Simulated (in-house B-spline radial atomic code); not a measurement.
## B3LYP (VWN-RPA) excitations of Cu II (Cu+)

Method: B3LYP (VWN-RPA). Computed with an all-electron radial atomic-structure program (B-spline basis): linear response of the closed shell [Ar] 3d10 with the functional's adiabatic kernel; scalar-relativistic (spin-free one-electron X2C), finite nucleus, no spin-orbit coupling, no double excitations, S, P, D and F terms only. Only terms of natural parity with L up to 3 were computed.

Command:
```bash
python run_td.py task.json out
```
Settings (radii: box in bohr, nucleus in fm):
```
Z                        29
electrons                28
configuration            [Ar] 3d10
hamiltonian              x2c
method                   b3lyp
box_radius               41.61
rms_radius               3.8823
intervals                75
```

Time taken, with all properties: 2.5 s on 1 thread of Arm Neoverse N1 (shared host).

The lowest states, in the order of their Tamm-Dancoff energies; the method's threshold (minus the highest occupied level) is 15.620 eV. Labels give the largest channel, * marks a mixed state, and oscillator strengths are full-response dipole values. Semilocal kernels can invert the small singlet-triplet splittings of Rydberg terms. Energies in eV:

| state | full response | Tamm-Dancoff | oscillator strength |
| --- | --- | --- | --- |
| 3d → 4s 3D | 1.837 | 1.888 | - |
| 3d → 4s 1D | 2.417 | 2.437 | - |
| 3d → 4p 3P | 7.349 | 7.372 | - |
| 3d → 4p 3F | 7.414 | 7.434 | - |
| 3d → 4p 1F | ? | ? | - |
| 3d → 4p 1P | 8.260 | 8.346 | 0.354 |
| 3d → 5s 3D | 11.585 | 11.589 | - |
| 3d → 5s 1D | 11.642 | 11.644 | - |
| 3d → 4d 3S | 12.560 | 12.576 | - |
| 3d → 4d 3D | ? | ? | - |
| 3d → 4d 1D | 12.735 | 12.738 | - |
| 3d → 5p 3P | 12.802 | 12.805 | - |
| 3d → 5p 3F | 12.810 | 12.813 | - |
| 3d → 5p 1F | 12.844 | 12.844 | - |
| 3d → 5p 1P | 12.947 | 12.961 | 0.028 |
| 3d → 4d 1S | 13.168 | 13.230 | - |

Q: Where does 3d → 4p 1F lie?

A: At 7.633 eV in full response, 7.635 eV in Tamm-Dancoff.

Q: Where does 3d → 4d 3D lie?

A: At 12.659 eV in full response, 12.663 eV in Tamm-Dancoff.

Q: How large is the singlet-triplet splitting of 3d → 4s (D terms) in Tamm-Dancoff?

A: 0.55 eV, from the unrounded values.

Q: What polarisabilities and dispersion coefficient does the method give?

A: Dipole 7.474 bohr³, quadrupole 60.05 bohr⁵, C6 25.15 hartree·bohr⁶ for two such species.
